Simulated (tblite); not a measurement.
C5HF2NO (charge -1 and doublet state).
Numbering: `[N-:1]=[C:2]/[C:3]([F:4])=[C:5]1/[O:6][CH:7]=[C:8]1[F:9]` (hydrogens: H10 on C7)
Bond orders are those of one Lewis drawing.

Computed with GFN2-xTB (tblite), gas phase: L-BFGS steps from a force-field or distance-geometry start until the largest atomic force falls under 0.01 eV/Å.

The end geometry, which sets the zero of energy:
```
atom  x, y, z in Å
N1     -2.9250   -1.5871   -0.2932
C2     -2.1849   -0.6936   -0.1675
C3     -1.3432    0.3778   -0.0186
F4     -1.9509    1.6223    0.0908
C5      0.0435    0.3209    0.0325
O6      0.9617    1.3924    0.1797
C7      2.0128    0.4376    0.1198
C8      1.1154   -0.5948   -0.0169
F9      1.2312   -1.9462   -0.1547
H10     3.0483    0.6754    0.2056
```

Question: These geometries come from the run, each turned onto the end geometry. Order them by energy, lowest first.
A.
```
atom  x, y, z in Å
N1     -2.2986   -1.8008   -0.2925
C2     -1.9456   -0.6928   -0.1549
C3     -1.3797    0.5548   -0.0006
F4     -2.1401    1.7295    0.0888
C5      0.0065    0.5064    0.0559
O6      1.0594    1.4324    0.1940
C7      1.9373    0.3286    0.1048
C8      0.9205   -0.5756   -0.0217
F9      0.8730   -1.9351   -0.1687
H10     2.9762    0.4575    0.1725
```
B.
```
atom  x, y, z in Å
N1     -1.8434   -1.7405   -0.2623
C2     -2.1560   -0.6764   -0.1712
C3     -1.4719    0.5524    0.0014
F4     -2.0139    1.8087    0.1001
C5     -0.0446    0.4324    0.0496
O6      0.9322    1.4189    0.1843
C7      1.9020    0.3708    0.1102
C8      0.8932   -0.5936   -0.0247
F9      0.8728   -1.9164   -0.1688
H10     2.9385    0.3484    0.1588
```
C.
```
atom  x, y, z in Å
N1     -2.9027   -1.6005   -0.2930
C2     -2.1801   -0.6941   -0.1691
C3     -1.3444    0.3804   -0.0176
F4     -1.9538    1.6220    0.0913
C5      0.0383    0.3359    0.0330
O6      0.9576    1.4013    0.1801
C7      2.0083    0.4349    0.1190
C8      1.0992   -0.5838   -0.0152
F9      1.2337   -1.9262   -0.1524
H10     3.0528    0.6349    0.2015
```
D.
```
atom  x, y, z in Å
N1     -2.7400   -1.6905   -0.2941
C2     -2.0906   -0.7264   -0.1729
C3     -1.3527    0.4236   -0.0116
F4     -2.0204    1.6315    0.0879
C5      0.0325    0.4265    0.0447
O6      1.0148    1.4495    0.1894
C7      2.0005    0.4243    0.1172
C8      1.0442   -0.5497   -0.0124
F9      1.0649   -1.9072   -0.1576
H10     3.0558    0.5229    0.1870
```
E.
```
atom  x, y, z in Å
N1     -1.8804   -1.7932   -0.2696
C2     -2.1088   -0.6317   -0.1642
C3     -1.4615    0.5628    0.0028
F4     -2.0211    1.8128    0.1004
C5     -0.0862    0.4362    0.0475
O6      0.9477    1.4199    0.1856
C7      1.8840    0.3455    0.1063
C8      0.9019   -0.5759   -0.0223
F9      0.8756   -1.9315   -0.1701
H10     2.9577    0.3599    0.1610
```

Answer: C (0.008 eV), D (0.051 eV), A (0.251 eV), E (0.772 eV), B (1.329 eV).

In the order of the answer:

```
step  E above end (eV)  largest force (eV/Å)  rms force component (eV/Å)  rms distance from end (Å)  rms bond change (Å)  bond most changed (Å)
  24             0.008                  0.30                       0.101                      0.019                0.004           O6–C7 +0.008
  20             0.051                  0.32                       0.125                      0.118                0.004           C5–O6 +0.007
   9             0.251                  0.74                       0.302                      0.294                0.009          C7–H10 -0.017
   3             0.772                  2.19                       0.661                      0.397                0.013           C7=C8 -0.022
   1             1.329                  9.20                       2.446                      0.403                0.033           N1=C2 -0.054
```

The cost below is that of the whole relaxation. Hardware: one thread of an Arm Neoverse V1, no GPU, shared host. Cost: 0.18 s.
